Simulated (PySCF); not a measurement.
Delta-SCF ions had no search for a lower state. 

Cartesian coordinates (Å):
SMILES: C=C([SiH3])c1cccc(S)c1
```xyz
20

C     -1.8547    -1.1579     1.3043
C     -1.4983    -0.3178     0.3140
Si    -2.8290     0.3305    -0.8600
C     -0.0830     0.0836     0.0986
C      0.2424     1.3857    -0.3208
C      1.5761     1.7545    -0.5052
C      2.6055     0.8393    -0.2913
C      2.2970    -0.4710     0.1103
S      3.6494    -1.6032     0.3383
C      0.9593    -0.8387     0.2984
H     -1.1238    -1.5456     2.0234
H     -2.8911    -1.4776     1.4451
H     -2.4642     0.0317    -2.2750
H     -4.1222    -0.3284    -0.5206
H     -2.9978     1.8086    -0.7363
H     -0.5487     2.1203    -0.4824
H      1.8188     2.7724    -0.8197
H      3.6461     1.1352    -0.4431
H      2.9071    -2.6581     0.7404
H      0.7110    -1.8634     0.5815
```
Charge 0, spin multiplicity 1.

### Question
Predict the dipole moment, total energy, LUMO, HOMO and vertical electron affinity (Delta-SCF) from PySCF 2.14.0 with ωB97X-D3(BJ)/def2-TZVP // B3LYP-D3(BJ)/def2-SVP.

### Answer

```
Item                                          Result
--------------------------------------  ------------
dipole moment                                 0.87 D
total energy                            -998.8543 Ha
LUMO                                         0.75 eV
HOMO                                        -8.56 eV
vertical electron affinity (Delta-SCF)      -0.37 eV
```
